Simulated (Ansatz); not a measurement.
Basis-set series for C2H5InS (`[CH3][In]1[CH2][S]1`). Total charge 0; spin multiplicity 1. In: def2 effective core potential. Geometry: relaxed with PBE0-D4/def2-TZVP.

```xyz
9

C    -1.061   -1.580    0.757
In    0.113    0.039    0.089
C     1.278    1.654   -0.582
S    -0.016    1.416   -1.890
H    -2.091   -1.237    0.860
H    -1.023   -2.365    0.002
H    -0.698   -1.960    1.709
H     1.205    2.590   -0.038
H     2.293    1.443   -0.906
```

```tsv
functional	basis	functions	energy (Eh)	HOMO (eV)	LUMO (eV)
PBE0-D4	def2-SVP	97	-667.09826	-5.78	-1.15
PBE0-D4	def2-QZVPP	416	-667.35698	-5.86	-1.26
ωB97M-V	def2-SVP	97	-667.20216	-7.74	0.44
ωB97M-V	def2-QZVPP	416	-667.46491	-7.87	0.12
```

**Question.** Give the rows for def2-TZVPP. (Best estimate.)

**Answer.** Computed: 
```json
{"functional": "PBE0-D4", "basis": "def2-TZVPP", "functions": "224", "energy (Eh)": "-667.33857", "HOMO (eV)": "-5.83", "LUMO (eV)": "-1.23"}
{"functional": "ωB97M-V", "basis": "def2-TZVPP", "functions": "224", "energy (Eh)": "-667.44709", "HOMO (eV)": "-7.84", "LUMO (eV)": "0.20"}
```

Positive LUMOs are unbound and depend on the basis.
